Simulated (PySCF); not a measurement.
PySCF 2.14 output of an unrestricted BHandHLYP calculation on a single atom or ion in aug-cc-pVQZ-PP with ECP60MDF (7s7p6d4f3g2h, 135 functions), with scalar relativity through the core potential:

```
SCF conv_tol = 1e-09
number electrons alpha = 10  beta = 4
    A. D. Becke.,  J. Chem. Phys. 98, 1372 (1993)
    Defined through Gaussian implementation.
cycle= 1 E= -89.7359691636175  delta_E= -0.002  |g|= 0.0117  |ddm|= 0.0395
cycle= 2 E= -89.736018608538  delta_E= -4.94e-05  |g|= 0.00357  |ddm|= 0.00908
cycle= 3 E= -89.7360218453695  delta_E= -3.24e-06  |g|= 0.000837  |ddm|= 0.00208
cycle= 4 E= -89.73602206432  delta_E= -2.19e-07  |g|= 1.28e-05  |ddm|= 0.000557
cycle= 5 E= -89.7360220643976  delta_E= -7.75e-11  |g|= 6.42e-07  |ddm|= 1.54e-05
converged SCF energy = -89.7360220643976  <S^2> = 12.000639  2S+1 = 7.0001825
```

The run itself started from symmetry-adapted Hartree-Fock orbitals and held the occupation by maximum overlap, on a logarithmic radial grid, so the iterations belong to that start.

Which element, charge and spin multiplicity is this?

Os²⁺ (osmium, charge +2), multiplicity 7; the state was [Xe] 4f14 5d5 6s1, high-spin 7S determinant (an excited configuration).

Energies and moments cover only the electrons outside the core potential. Spin-orbit coupling, which splits the p, d and f shells strongly at this Z, is absent.
